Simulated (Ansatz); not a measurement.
Consider the cleavage of the Ge–Ge bond: `[OH][GeH]([Cl])[GeH3]` + HCl → `[OH][GeH]([Cl])[Cl]` + GeH₄.

Calculated with Ansatz (gas phase, PBE0-D4/def2-TZVP geometries, no zero-point term in ΔE). CBS: MP2 limit from def2 TZ/QZ plus the TZ coupled-cluster correction, frozen cores. This one scheme is used for every species. Functionals use def2-TZVPP. HSE06 is defined as in plane-wave codes. For Ge outer-core shells are correlated without core-valence functions, which leaves a few kJ/mol of doubt a bond. Scalar relativity is left out up to krypton. One conformer a species, not always the lowest.

Problem. Is it downhill or uphill in electronic energy at CCSD(T)/CBS, and by how much? (Estimate.)

Solution. The calculation gave: Downhill: ΔE = -46.3 kJ/mol.

Problem. What do these levels give: PBE-D4, PBE0-D4, r2SCAN0-D4, CAM-B3LYP-D4, HSE06, MP2/def2-TZVPP? (An estimate is asked.)

Solution. Computed: PBE-D4 -41.5, PBE0-D4 -46.0, r2SCAN0-D4 -52.4, CAM-B3LYP-D4 -51.6, HSE06 -47.6, MP2/def2-TZVPP -52.2 kJ/mol.

Largest T1 diagnostic among the species: 0.012.

From BLYP to BHLYP (50 % exact exchange), in def2-TZVPP and without D4, ΔE moves by −10.5 kJ/mol. In def2-TZVPP, CCSD(T) changes the Hartree–Fock value by +20.3 kJ/mol (the triples alone add +0.7 kJ/mol) and MP2 by +17.1 kJ/mol.
